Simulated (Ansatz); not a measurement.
## SnSe (SMILES [Se][Sn]): the energy, rung by rung

The species is SnSe (2 atoms), meant as a singlet with charge 0. SMILES: `[Se][Sn]`. The coordinates come from a PBE0-D4/def2-TZVP relaxation.

```xyz
2

Se    0.0000    0.0000    0.0065
Sn    0.0000    0.0000    2.3318
```

Each level gives the energy change with the Se1–Sn2 bond stretched from 2.325 to 4.677 Å (eV). The values are calculated.

```json
{"level": "HF/STO-3G (restricted)", "kind": "Hartree–Fock", "program": "Ansatz", "value (eV)": "7.98", "less FCI/STO-3G": "+2.42", "CPU time (all runs)": "2.6 s"}
{"level": "SVWN5/STO-3G (restricted)", "kind": "LDA", "program": "Ansatz", "value (eV)": "8.34", "less FCI/STO-3G": "+2.78", "CPU time (all runs)": "7.7 s"}
{"level": "BLYP/STO-3G (restricted)", "kind": "GGA", "program": "Ansatz", "value (eV)": "7.65", "less FCI/STO-3G": "+2.09", "CPU time (all runs)": "13 s"}
{"level": "PBE0/STO-3G (restricted)", "kind": "global hybrid", "program": "Ansatz", "value (eV)": "9.23", "less FCI/STO-3G": "+3.67", "CPU time (all runs)": "44 s"}
{"level": "CAM-B3LYP/STO-3G (restricted)", "kind": "range-separated hybrid", "program": "Ansatz", "value (eV)": "9.04", "less FCI/STO-3G": "+3.48", "CPU time (all runs)": "5.9 s"}
{"level": "wB97X/STO-3G (restricted)", "kind": "range-separated hybrid", "program": "Ansatz", "value (eV)": "9.00", "less FCI/STO-3G": "+3.44", "CPU time (all runs)": "21 s"}
{"level": "MP2/STO-3G (restricted)", "kind": "perturbation theory", "program": "Ansatz", "value (eV)": "9.08", "less FCI/STO-3G": "+3.52", "CPU time (all runs)": "8 s"}
{"level": "CCSD(T)/STO-3G (restricted)", "kind": "coupled cluster or CI", "program": "Ansatz", "value (eV)": "8.55", "less FCI/STO-3G": "+2.99", "CPU time (all runs)": "7.3 s"}
{"level": "CCSD/STO-3G (restricted)", "kind": "coupled cluster or CI", "program": "Ansatz", "value (eV)": "8.31", "less FCI/STO-3G": "+2.75", "CPU time (all runs)": "7.5 s"}
{"level": "FCI/STO-3G", "kind": "exact in the basis", "program": "Ansatz", "value (eV)": "5.56", "less FCI/STO-3G": "0.00", "CPU time (all runs)": "21 s"}
```

FCI/STO-3G is exact within its basis and frozen core, so for wave-function methods in that basis the difference is their error; functionals converge differently with the basis, so for them it is only a difference. Spin-restricted single references rise too steeply as a bond breaks. All-electron rows without a relativistic Hamiltonian named are non-relativistic. The first shape isn't each level's own minimum. The values span 5.56 to 9.23 eV. All rows use very small basis sets, so even the best lies far from the true value. In the correlated wave-function rows the outer d shell of Se, Sn is correlated, in sets not made for it. Times are those of the runs behind each value, whatever else they computed, on shared processors of several kinds: orders of magnitude only.
